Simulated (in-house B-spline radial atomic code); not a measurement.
Whole-atom quantities along the 26-electron series, configuration 1s2 2s2 2p6 3s2 3p6 3d3/2(4) 3d5/2(4). Breit and QED terms are first order and not part of the total energy; the density at the nucleus is averaged over the nuclear charge. Computed with an all-electron radial atomic-structure program (B-spline basis): Dirac-Hartree-Fock, jj configuration that fills j = l - 1/2 first, finite nuclei.

| ion | Z | E/Z² (Eh) | Σ<r²> (bohr²) | n(0)/Z³ (bohr⁻³) | Lamb diamagnetic shielding (ppm) | repulsion over attraction | Breit energy (eV) | self-energy (eV) | vacuum polarisation (eV) |
| --- | --- | --- | --- | --- | --- | --- | --- | --- | --- |
| Sb25+ | 51 | -2.3641 | 1.8187 | 1.5055 | 4887.47 | 0.098935 | 123.89 | 97.145 | -12.593 |
| Te26+ | 52 | -2.3772 | 1.7232 | 1.547 | 5007.06 | 0.097167 | 132.18 | 104.06 | -13.692 |
| I27+ | 53 | -2.3899 | 1.6349 | 1.5933 | 5127.48 | 0.09545 | 140.86 | 111.34 | -14.869 |
| Xe28+ | 54 | -2.4025 | 1.5532 | 1.64 | 5248.76 | 0.093782 | 149.92 | 118.99 | -16.127 |
| Cs29+ | 55 | -2.4148 | 1.4773 | 1.6899 | 5370.93 | 0.092163 | 159.38 | 127.03 | -17.472 |
| Ba30+ | 56 | ? | ? | ? | ? | ? | ? | ? | ? |
| La31+ | 57 | ? | ? | ? | ? | ? | ? | ? | ? |
| Ce32+ | 58 | -2.4506 | 1.2798 | 1.8524 | 5743.09 | 0.087568 | 190.24 | 153.66 | -22.078 |

(1) Fill in the row of Ba30+.

(2) Fill in the row of La31+.

(3) With what power of Z does the column «Σ<r²> (bohr²)» change over this range?

Results:

(1) E/Z² (Eh): -2.4269; Σ<r²> (bohr²): 1.4068; n(0)/Z³ (bohr⁻³): 1.741; Lamb diamagnetic shielding (ppm): 5494.02; repulsion over attraction: 0.090588; Breit energy (eV): 169.24; self-energy (eV): 135.48; vacuum polarisation (eV): -18.908.

(2) E/Z² (Eh): -2.4388; Σ<r²> (bohr²): 1.3411; n(0)/Z³ (bohr⁻³): 1.7956; Lamb diamagnetic shielding (ppm): 5618.06; repulsion over attraction: 0.089057; Breit energy (eV): 179.53; self-energy (eV): 144.35; vacuum polarisation (eV): -20.442.

(3) A fit of the logarithm of its size against log Z from Z = 51 to 58 has slope -2.73. Unscreened non-relativistic hydrogenic orbitals would give -2.
